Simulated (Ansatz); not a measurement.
```xyz
2

Si    0.0000    0.0000    0.0000
C     0.0000    0.0000    2.0640
```

Basis set: STO-3G (spherical functions). Left uncorrelated: 6 orbitals. Charge 0, multiplicity 1.

Computed with Ansatz (development build ahead of 0.2.0); the reference of a correlated method needn't be the lowest determinant of its kind. Restricted open shells among the atoms or ions are ROHF, correlated in semicanonical orbitals with singles.

(1) Give the atomization energy at this shape (free ground-state atoms in the same class of orbitals less the molecule, no zero-point energy) of singlet SiC by RHF-CCSD(T), RHF-CCSD.

Answers

(1)

```
     method  atomization energy
RHF-CCSD(T)      62.06 kcal/mol
   RHF-CCSD      60.82 kcal/mol
```

Caution: another spin multiplicity may lie lower; large amplitudes, a single reference is doubtful; no unrestricted run beside it, a lower state can exist; the program doubts this total; the reference determinant was not shown to be the lowest.

This basis has no polarisation functions and is too small for such energies, which can lie far from measured ones in either direction.
